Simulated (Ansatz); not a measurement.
Mulliken charges of CH₅ClGaNO, SMILES `C[O][Ga]([NH2])[Cl]` from ωB97M-V/def2-TZVPP in Ansatz (PBE0-D4/def2-TZVP geometry).

```csv
atom,x (Å),y (Å),z (Å),charge (e)
C1,-0.169,-0.714,-1.569,-0.191
O2,-0.315,-1.282,-0.290,-0.388
Ga3,-0.082,-0.318,1.180,0.604
N4,0.286,1.447,1.151,-0.348
Cl5,-0.363,-1.333,3.025,-0.252
H6,-0.756,0.206,-1.695,0.104
H7,0.879,-0.484,-1.801,0.109
H8,-0.523,-1.437,-2.308,0.120
H9,0.595,1.920,0.320,0.117
H10,0.531,1.945,1.990,0.124
```

Task: By hand: the dipole of these point charges (1 e Å = 4.8032 D).

Result: Σ q r = (0.187, 0.536, -0.403) e Å, of length 0.696 e Å = 3.34 D.

Task: How does the dipole of the full density compare? (An estimate is asked.)

Result: Ansatz gave: (0.236, 0.545, -0.327) e Å, 3.26 D; the point charges give 1.02 times that, at 7° from its direction.

Point charges leave out the atoms' own dipoles, such as those of lone pairs, and Mulliken's split depends on the basis, so the close match here is no proof of good charges.
